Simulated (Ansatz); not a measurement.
Sn₃Cl₈, relaxed as a singlet with RKS r2SCAN-D4/def2-SVP in Ansatz, starting from the GFN1-xTB geometry. Force threshold 0.03 eV/Å.

In the def2 sets Sn takes a core potential; there is no spin–orbit coupling.

Start:

```xyz
11

Sn   -0.8996   -0.4342    2.1791
Cl   -2.0082   -2.2518    1.2164
Cl    0.0176   -1.1823    4.1937
Cl   -2.5316    1.1534    2.6957
Sn    1.0003    0.5517    0.3082
Cl    3.0753   -0.4169    0.7125
Cl    1.2994    2.8362    0.6264
Sn    0.2237    0.0605   -2.3828
Cl    0.6820   -2.1384   -3.0234
Cl    1.2254    1.4708   -3.9545
Cl   -2.0843    0.3509   -2.5713
```

| step | energy (eV) | largest force component (eV/Å) | SCF passes |
| --- | --- | --- | --- |
| 1 | -117656.1416 | 0.419 | 17 |
| 2 (rejected) | -117656.1245 | 0.660 | 18 |
| 3 | -117656.1643 | 0.023 | 19 |

Force components are those of the run's own axes.

End:

```xyz
11

Sn   -0.902   -0.432    2.174
Cl   -1.984   -2.254    1.166
Cl    0.050   -1.169    4.180
Cl   -2.520    1.181    2.679
Sn    0.978    0.540    0.300
Cl    3.059   -0.462    0.705
Cl    1.254    2.848    0.613
Sn    0.220    0.054   -2.377
Cl    0.699   -2.152   -2.995
Cl    1.245    1.483   -3.921
Cl   -2.099    0.363   -2.524
```

By distances, no bond broke or formed. The bond that changes most is Sn5–Cl6, from 2.33 to 2.35 Å (atoms count from 1).

No frequencies were taken in this run, so the end may be a saddle point.

It took 25 s on 4 threads of Arm Neoverse V2 on a shared host.
